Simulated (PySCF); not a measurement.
# Computed records: ClGeH7Si2, CH6GeSi, GeH4OSi, GeH6Si2

Calculation on a computer-drawn molecule: the log of a Hartree-Fock and frozen-core CCSD(T) single point meant for a local Hartree-Fock minimum, with one planted fault or none, to be diagnosed. Offsets are logged minus clean, where the clean run is the same molecule without the fault. The reference is restricted for singlets and unrestricted otherwise, and also for a bond in bohr or an excited solution. Adding or removing an electron swaps singlet and doublet. The excited solution moves the top pair (singlet) or top alpha electron (doublet) to the lowest empty orbital. Highest occupied and lowest empty are orbital energies over both spins, largest force is the largest gradient component, triples share is (T) over the correlation energy, the T1 limit is 0.02 restricted and 0.045 unrestricted, electrons count all cores, a negative frequency is imaginary (commonest isotopes), and the dipole is about the centre of nuclear charge; on germanium a core potential holds 10 electrons, which the energies leave out, and 3d is frozen in MP2 and coupled-cluster steps. Program: PySCF 2.14.0.

Common to all runs: meant charge 0; meant multiplicity 1; meant basis cc-pV(D+d)Z; meant basis and core potential on germanium cc-pVDZ-PP ECP10MDF; logged SCF converged yes; possible faults no fault, one electron removed, one electron added, multiplicity raised by two, geometry at a saddle point, SCF held on an excited solution, minimal basis STO-3G, one bond length entered in bohr, all coordinates scaled.

```yaml
- entry: 1
  formula: ClGeH7Si2
  logged_structure:
    atoms_angstrom:
      - [Si, -1.4497, 0.362, 1.4938]
      - [Si, -0.3904, 0.6212, -0.6037]
      - [Cl, -1.579, -0.3347, -2.0447]
      - [Ge, 1.8171, -0.3295, -0.7154]
      - [H, -1.5341, -1.0777, 1.8297]
      - [H, -0.6499, 1.0575, 2.5312]
      - [H, -2.8104, 0.9436, 1.4493]
      - [H, -0.3384, 2.0503, -0.983]
      - [H, 2.3924, -0.1607, -2.1235]
      - [H, 1.7628, -1.8192, -0.3658]
      - [H, 2.7341, 0.38, 0.2889]
  given:
    logged_electrons: 84
    logged_basis_functions: 127
    logged_spin_squared: 0.0
    "logged_highest_occupied [eV]": -10.251
    "logged_lowest_empty [eV]": 2.6109
    "logged_largest_force [hartree/bohr]": 3.3231e-05
    "logged_lowest_frequency [cm^-1]": 86.196
    logged_T1_diagnostic: 0.011703
    logged_D1_diagnostic: 0.027454
    logged_triples_share: 0.025516
    logged_CC_converged: "yes"
    "logged_dipole_magnitude [debye]": 1.7755
    logged_SCF_stable_within_its_kind: "yes"
    "logged_energy_HF [hartree]": -1334.87472
    "logged_energy_CCSD(T) [hartree]": -1335.40046
    drawn_bonds_atom: [1, 2, 2, 1, 1, 1, 2, 4, 4, 4]
    drawn_bonds_other_atom: [2, 3, 4, 5, 6, 7, 8, 9, 10, 11]
    drawn_bonds_order: [1, 1, 1, 1, 1, 1, 1, 1, 1, 1]
  results:
    planted_fault: "no fault"
    "HF_energy_offset_from_clean_run [kcal/mol]": 0.0
    "CCSD(T)_energy_offset_from_clean_run [kcal/mol]": 0.0
- entry: 2
  formula: CH6GeSi
  logged_structure:
    atoms_angstrom:
      - [Si, 1.4163, 0.1465, -2.9148]
      - [C, 0.3557, -0.6074, -1.537]
      - [Ge, -0.3493, 0.771, -0.293]
      - [H, 0.2726, 0.8424, -3.637]
      - [H, -0.5355, -1.1054, -1.9357]
      - [H, 0.9236, -1.3264, -0.9413]
      - [H, -2.7746, 1.9137, -1.3776]
      - [H, -0.641, 0.1353, 1.0694]
      - [H, 0.6719, 1.9013, -0.0894]
  given:
    logged_electrons: 58
    logged_basis_functions: 90
    logged_spin_squared: 1.2059
    "logged_highest_occupied [eV]": -8.7404
    "logged_lowest_empty [eV]": 0.92326
    "logged_largest_force [hartree/bohr]": 0.0075248
    logged_T1_diagnostic: 0.073541
    logged_D1_diagnostic: 0.25277
    logged_triples_share: 0.036179
    logged_CC_converged: "yes"
    "logged_dipole_magnitude [debye]": 1.0484
    logged_SCF_stable_within_its_kind: "yes"
    "logged_energy_HF [hartree]": -623.50534
    "logged_energy_CCSD(T) [hartree]": -623.88826
    drawn_bonds_atom: [1, 2, 1, 2, 2, 3, 3, 3]
    drawn_bonds_other_atom: [2, 3, 4, 5, 6, 7, 8, 9]
    drawn_bonds_order: [1, 1, 1, 1, 1, 1, 1, 1]
  results:
    planted_fault: "one bond length entered in bohr, row 6 of the drawn bonds"
    "HF_energy_offset_from_clean_run [kcal/mol]": 63.19
    "CCSD(T)_energy_offset_from_clean_run [kcal/mol]": 73.16
  notes: ["T1 above single-reference limit"]
- entry: 3
  formula: CH6GeSi
  logged_structure:
    atoms_angstrom:
      - [Si, 1.4163, 0.1465, -2.9148]
      - [C, 0.3557, -0.6074, -1.537]
      - [Ge, -0.3493, 0.771, -0.293]
      - [H, 0.2726, 0.8424, -3.637]
      - [H, -0.5355, -1.1054, -1.9357]
      - [H, 0.9236, -1.3264, -0.9413]
      - [H, -1.6327, 1.3757, -0.867]
      - [H, -0.641, 0.1353, 1.0694]
      - [H, 0.6719, 1.9013, -0.0894]
  given:
    logged_electrons: 57
    logged_basis_functions: 90
    logged_spin_squared: 0.7609
    "logged_highest_occupied [eV]": -16.626
    "logged_lowest_empty [eV]": -6.566
    "logged_largest_force [hartree/bohr]": 0.059094
    logged_T1_diagnostic: 0.018369
    logged_D1_diagnostic: 0.064331
    logged_triples_share: 0.030336
    logged_CC_converged: "yes"
    "logged_dipole_magnitude [debye]": 7.3795
    logged_SCF_stable_within_its_kind: "yes"
    "logged_energy_HF [hartree]": -623.32851
    "logged_energy_CCSD(T) [hartree]": -623.6973
    drawn_bonds_atom: [1, 2, 1, 2, 2, 3, 3, 3]
    drawn_bonds_other_atom: [2, 3, 4, 5, 6, 7, 8, 9]
    drawn_bonds_order: [1, 1, 1, 1, 1, 1, 1, 1]
  results:
    planted_fault: "one electron removed"
    "HF_energy_offset_from_clean_run [kcal/mol]": 174.2
    "CCSD(T)_energy_offset_from_clean_run [kcal/mol]": 193.0
- entry: 4
  formula: CH6GeSi
  logged_structure:
    atoms_angstrom:
      - [Si, 1.4163, 0.1465, -2.9148]
      - [C, 0.3557, -0.6074, -1.537]
      - [Ge, -0.3493, 0.771, -0.293]
      - [H, 0.2726, 0.8424, -3.637]
      - [H, -0.5355, -1.1054, -1.9357]
      - [H, 0.9236, -1.3264, -0.9413]
      - [H, -1.6327, 1.3757, -0.867]
      - [H, -0.641, 0.1353, 1.0694]
      - [H, 0.6719, 1.9013, -0.0894]
  given:
    logged_electrons: 58
    logged_basis_functions: 90
    logged_spin_squared: 0.0
    "logged_highest_occupied [eV]": -5.7534
    "logged_lowest_empty [eV]": -2.2055
    "logged_largest_force [hartree/bohr]": 0.066843
    "logged_dipole_magnitude [debye]": 1.3068
    logged_SCF_stable_within_its_kind: "no"
    "logged_energy_HF [hartree]": -623.38724
    drawn_bonds_atom: [1, 2, 1, 2, 2, 3, 3, 3]
    drawn_bonds_other_atom: [2, 3, 4, 5, 6, 7, 8, 9]
    drawn_bonds_order: [1, 1, 1, 1, 1, 1, 1, 1]
  results:
    planted_fault: "SCF held on an excited solution"
    "HF_energy_offset_from_clean_run [kcal/mol]": 137.3
  notes: ["coupled-cluster numbers left out as unreliable"]
- entry: 5
  formula: GeH4OSi
  logged_structure:
    atoms_angstrom:
      - [Si, 0.9896, -1.4792, 1.8946]
      - [O, 0.5814, 1.5953, 1.7885]
      - [Ge, -0.0634, 2.8514, 0.6951]
      - [H, 1.6288, -1.5613, 3.2788]
      - [H, -0.5645, 2.1759, -0.5815]
      - [H, 1.0838, 3.812, 0.4012]
      - [H, -1.1999, 3.5437, 1.4397]
  given:
    logged_electrons: 58
    logged_basis_functions: 80
    logged_spin_squared: 1.0272
    "logged_highest_occupied [eV]": -7.5378
    "logged_lowest_empty [eV]": 1.0103
    "logged_largest_force [hartree/bohr]": 0.016409
    logged_T1_diagnostic: 0.025682
    logged_D1_diagnostic: 0.11804
    logged_triples_share: 0.020316
    logged_CC_converged: "yes"
    "logged_dipole_magnitude [debye]": 2.8029
    logged_SCF_stable_within_its_kind: "yes"
    "logged_energy_HF [hartree]": -659.37918
    "logged_energy_CCSD(T) [hartree]": -659.75393
    drawn_bonds_atom: [1, 2, 1, 3, 3, 3]
    drawn_bonds_other_atom: [2, 3, 4, 5, 6, 7]
    drawn_bonds_order: [1, 1, 1, 1, 1, 1]
  results:
    planted_fault: "one bond length entered in bohr, row 1 of the drawn bonds"
    "HF_energy_offset_from_clean_run [kcal/mol]": 78.71
    "CCSD(T)_energy_offset_from_clean_run [kcal/mol]": 106.2
- entry: 6
  formula: GeH4OSi
  logged_structure:
    atoms_angstrom:
      - [Si, 0.9896, -1.4792, 1.8946]
      - [O, 0.7736, 0.1478, 1.8384]
      - [Ge, 0.1288, 1.4038, 0.745]
      - [H, 1.6288, -1.5613, 3.2788]
      - [H, -0.3724, 0.7283, -0.5316]
      - [H, 1.276, 2.3644, 0.4511]
      - [H, -1.0077, 2.0961, 1.4897]
  given:
    logged_electrons: 57
    logged_basis_functions: 80
    logged_spin_squared: 0.7729
    "logged_highest_occupied [eV]": -16.919
    "logged_lowest_empty [eV]": -6.6498
    "logged_largest_force [hartree/bohr]": 0.088442
    logged_T1_diagnostic: 0.026689
    logged_D1_diagnostic: 0.10343
    logged_triples_share: 0.02906
    logged_CC_converged: "yes"
    "logged_dipole_magnitude [debye]": 7.431
    logged_SCF_stable_within_its_kind: "yes"
    "logged_energy_HF [hartree]": -659.22723
    "logged_energy_CCSD(T) [hartree]": -659.62197
    drawn_bonds_atom: [1, 2, 1, 3, 3, 3]
    drawn_bonds_other_atom: [2, 3, 4, 5, 6, 7]
    drawn_bonds_order: [1, 1, 1, 1, 1, 1]
  results:
    planted_fault: "one electron removed"
    "HF_energy_offset_from_clean_run [kcal/mol]": 174.1
    "CCSD(T)_energy_offset_from_clean_run [kcal/mol]": 189.0
- entry: 7
  formula: GeH6Si2
  logged_structure:
    atoms_angstrom:
      - [Si, -0.4852, 2.1082, 0.2209]
      - [Si, 0.1688, -0.0378, -0.6592]
      - [Ge, 2.0656, -0.8853, 0.5791]
      - [H, -0.9962, 1.4764, 1.5004]
      - [H, -0.9319, -1.0313, -0.5433]
      - [H, 0.5608, 0.0399, -2.0901]
      - [H, 3.2063, 0.1424, 0.5948]
      - [H, 2.5942, -2.177, -0.0551]
      - [H, 1.6714, -1.1772, 2.032]
  given:
    logged_electrons: 65
    logged_basis_functions: 99
    logged_spin_squared: 0.7771
    "logged_highest_occupied [eV]": -15.325
    "logged_lowest_empty [eV]": -6.5849
    "logged_largest_force [hartree/bohr]": 0.03101
    logged_T1_diagnostic: 0.023189
    logged_D1_diagnostic: 0.081169
    logged_triples_share: 0.029218
    logged_CC_converged: "yes"
    "logged_dipole_magnitude [debye]": 7.7673
    logged_SCF_stable_within_its_kind: "yes"
    "logged_energy_HF [hartree]": -874.39269
    "logged_energy_CCSD(T) [hartree]": -874.72544
    drawn_bonds_atom: [1, 2, 1, 2, 2, 3, 3, 3]
    drawn_bonds_other_atom: [2, 3, 4, 5, 6, 7, 8, 9]
    drawn_bonds_order: [1, 1, 1, 1, 1, 1, 1, 1]
  results:
    planted_fault: "one electron removed"
    "HF_energy_offset_from_clean_run [kcal/mol]": 174.4
    "CCSD(T)_energy_offset_from_clean_run [kcal/mol]": 192.2
```
